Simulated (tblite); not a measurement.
Isomers of C7H12O2Si. Method: GFN2-xTB as coded in tblite; computed harmonic values from a numerical Hessian at the method's own geometry, unscaled. The method is semi-empirical: single wavenumbers can be off by several per cent or more. Modes of hydrogen on silicon can be 10 to 20 % off. One conformer each.

Electronic energies: GFN2-xTB at the same geometries; isomer energies are rough at this level and their order can be wrong.

| SMILES | electronic energy, lowest = 0 (kJ/mol) |
| --- | --- |
| CCC[C@H]1CC(=O)[SiH2]C1=O | 159.1 |
| C[Si](C)(C)Oc1ccoc1 | 0.0 |
| C=CCC[C@@H]1OCC(=O)[SiH2]1 | 227.8 |
| O=C[C@@H]1[SiH2]C[C@@H]1OC1CC1 | 240.7 |

**Question.** How do GFN2-xTB zero-point energies change the relative energies?

**Answer.** 
```json
{"SMILES": "C[Si](C)(C)Oc1ccoc1", "ZPE (kJ/mol)": "456.0", "of it from modes above 1550 cm⁻¹": "230.7", "electronic (kJ/mol)": "0.0", "with ZPE, lowest = 0 (kJ/mol)": "0.0", "lowest mode (cm⁻¹)": "28", "rings": "1"}
{"SMILES": "CCC[C@H]1CC(=O)[SiH2]C1=O", "ZPE (kJ/mol)": "453.0", "of it from modes above 1550 cm⁻¹": "227.4", "electronic (kJ/mol)": "159.1", "with ZPE, lowest = 0 (kJ/mol)": "156.1", "lowest mode (cm⁻¹)": "8i", "rings": "1"}
{"SMILES": "C=CCC[C@@H]1OCC(=O)[SiH2]1", "ZPE (kJ/mol)": "448.3", "of it from modes above 1550 cm⁻¹": "226.5", "electronic (kJ/mol)": "227.8", "with ZPE, lowest = 0 (kJ/mol)": "220.1", "lowest mode (cm⁻¹)": "38", "rings": "1"}
{"SMILES": "O=C[C@@H]1[SiH2]C[C@@H]1OC1CC1", "ZPE (kJ/mol)": "448.6", "of it from modes above 1550 cm⁻¹": "217.6", "electronic (kJ/mol)": "240.7", "with ZPE, lowest = 0 (kJ/mol)": "233.3", "lowest mode (cm⁻¹)": "35", "rings": "2"}
```

The zero-point energies span 7.7 kJ/mol, from `C=CCC[C@@H]1OCC(=O)[SiH2]1` to `C[Si](C)(C)Oc1ccoc1`. Slightly imaginary modes are left out of the zero-point energy: `CCC[C@H]1CC(=O)[SiH2]C1=O` 7.5i cm⁻¹. The order is unchanged.

**Question.** What do entropy and thermal enthalpy add at 298.15 K and 1 bar (rigid rotor, harmonic oscillator, one conformer each)?

**Answer.** 
```json
{"SMILES": "C[Si](C)(C)Oc1ccoc1", "point group": "C1", "symmetry number": "1", "S (J/(mol K))": "485.1", "H − H(0) (kJ/mol)": "36.77", "ZPE + H − H(0) − TS (kJ/mol)": "348.1"}
{"SMILES": "C=CCC[C@@H]1OCC(=O)[SiH2]1", "point group": "C1", "symmetry number": "1", "S (J/(mol K))": "448.3", "H − H(0) (kJ/mol)": "32.96", "ZPE + H − H(0) − TS (kJ/mol)": "347.6"}
{"SMILES": "O=C[C@@H]1[SiH2]C[C@@H]1OC1CC1", "point group": "C1", "symmetry number": "1", "S (J/(mol K))": "446.6", "H − H(0) (kJ/mol)": "32.23", "ZPE + H − H(0) − TS (kJ/mol)": "347.7"}
```

Not tabulated: `CCC[C@H]1CC(=O)[SiH2]C1=O` (lowest mode only 8i cm⁻¹).
